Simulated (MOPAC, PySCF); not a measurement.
[Zr(F)2(Br)2], neutral singlet in the gas phase. 

Z-matrix (Å, degrees):
```
Zr
F 1 1.8887
F 1 1.8887 2 108.33
Br 1 2.4916 2 109.47 3 -119.31
Br 1 2.4916 2 109.47 3 119.31
```
Charge 0, multiplicity 1.

All levels are single points at this geometry (r2SCAN-D4/def2-SVP); Pople sets use spherical d functions. Orbital energies aren't observables, and empty levels follow the basis.

TPSSh-D3(BJ)/def2-TZVP in PySCF gives HOMO (eV) = -8.39.

Estimate the HOMO (eV) from each of these levels: PBE-D3(BJ)/def2-TZVP in PySCF; B3LYP/6-311+G** (LANL2DZ on Br, Zr) in PySCF; B3LYP/6-31G* (LANL2DZ on Zr) in PySCF; B3LYP/LANL2DZ in PySCF; M06-2X/6-31G* (LANL2DZ on Zr) in PySCF; HF/6-31G* (LANL2DZ on Zr) in PySCF; PM6 in MOPAC; PM7 in MOPAC.


```csv
level,HOMO (eV)
PBE-D3(BJ)/def2-TZVP in PySCF,-7.78
"B3LYP/6-311+G** (LANL2DZ on Br, Zr) in PySCF",-9.01
B3LYP/6-31G* (LANL2DZ on Zr) in PySCF,-8.75
B3LYP/LANL2DZ in PySCF,-9.02
M06-2X/6-31G* (LANL2DZ on Zr) in PySCF,-10.30
HF/6-31G* (LANL2DZ on Zr) in PySCF,-11.98
PM6 in MOPAC,-10.28
PM7 in MOPAC,-9.73
```
